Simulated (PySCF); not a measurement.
Record of a relaxation.

Species: Br3ClSi.
Bonds: Cl1–Si2, Si2–Br3, Si2–Br4, Si2–Br5.

Computed by this run: PySCF 2.14.0, PBE0-D3(BJ)/def2-TZVP geometry optimisation, gas phase; density fitting, grid level 2; the optimiser is geomeTRIC in internal coordinates, started from a GFN2-xTB structure with every atom displaced at random (about 0.01 Å). The frame can shift and turn from step to step; on so coarse a grid that alone can change the energy by a few meV, and forces under 0.02 eV/Å are noise.

Step 0: E = -230513.9517 eV, largest atomic force 0.813 eV/Å
```
atom  x, y, z in Å  |  force x, y, z in eV/Å
Cl1     0.027    0.076    2.096   -0.054   0.031   0.110
Si2    -0.004    0.000    0.087   -0.052  -0.041  -0.810
Br3     1.922   -0.675   -0.714    0.156  -0.070   0.168
Br4    -0.384    1.965   -0.833   -0.067  -0.012   0.268
Br5    -1.528   -1.400   -0.674    0.017   0.092   0.264
```

Step 1: E = -230513.9794 eV, largest atomic force 0.388 eV/Å
```
atom  x, y, z in Å  |  force x, y, z in eV/Å
Cl1     0.121    0.133    2.006    0.032  -0.001  -0.014
Si2     0.014   -0.006   -0.020   -0.025   0.000   0.387
Br3     1.954   -0.725   -0.746   -0.098   0.041  -0.105
Br4    -0.461    1.990   -0.789    0.040  -0.057  -0.131
Br5    -1.591   -1.423   -0.489    0.052   0.017  -0.137
```

Step 2: E = -230513.9935 eV, largest atomic force 0.203 eV/Å
```
atom  x, y, z in Å  |  force x, y, z in eV/Å
Cl1     0.128    0.135    2.036   -0.002  -0.007  -0.103
Si2     0.011   -0.005    0.010   -0.023   0.005   0.202
Br3     1.931   -0.716   -0.763    0.018  -0.005  -0.037
Br4    -0.452    1.973   -0.809    0.007   0.012  -0.035
Br5    -1.580   -1.418   -0.511    0.000  -0.005  -0.027
```

Step 3: E = -230513.9945 eV, largest atomic force 0.069 eV/Å
```
atom  x, y, z in Å  |  force x, y, z in eV/Å
Cl1     0.128    0.135    2.040   -0.005  -0.004  -0.057
Si2     0.009   -0.004    0.019   -0.006   0.004   0.069
Br3     1.927   -0.715   -0.767    0.011  -0.005  -0.007
Br4    -0.448    1.970   -0.814    0.002   0.007  -0.004
Br5    -1.579   -1.417   -0.515   -0.003  -0.001  -0.001
```

Step 4: E = -230513.9946 eV, largest atomic force under 0.02 eV/Å
```
atom  x, y, z in Å  |  force x, y, z in eV/Å
Cl1     0.128    0.134    2.040   -0.002  -0.001  -0.015
Si2     0.009   -0.004    0.020    0.001   0.001   0.011
Br3     1.926   -0.716   -0.768    0.001  -0.002   0.001
Br4    -0.446    1.970   -0.815    0.002   0.001   0.001
Br5    -1.580   -1.416   -0.516   -0.002   0.001   0.002
```

Problem. Summarise the path.

Solution. The energy falls by 4.14 kJ/mol from step 0 to step 4; nine tenths of that is first reached at step 2. It falls at every step. The largest force goes from 0.813 to under 0.02 eV/Å. Among the bonds Cl1–Si2 changes most, from 2.011 to 2.028 Å; the atoms move by 0.056 Å rms after alignment.

Problem. Follow the three bonds and two angles with the largest change from start to end.

Solution. 
```tsv
step	E above end (kJ/mol)	largest force (eV/Å)	Cl1–Si2 (Å)	Si2–Br5 (Å)	Si2–Br4 (Å)	Br3–Si2–Br4 (°)	Cl1–Si2–Br4 (°)
0	4.14	0.813	2.011	2.206	2.203	105.9	112.7
1	1.46	0.388	2.034	2.192	2.191	112.0	107.4
2	0.10	0.203	2.034	2.191	2.190	110.3	108.8
3	0.01	0.069	2.030	2.192	2.191	109.8	109.2
4	0.00	under 0.02	2.028	2.192	2.192	109.7	109.3
```

What follows is the cost of the whole optimisation. On an AMD EPYC 9R14 with one thread, no GPU, shared host with 192 logical CPUs at a one-minute load of 39, this took 1.8 min wall and 1.0 GiB of memory at its peak.
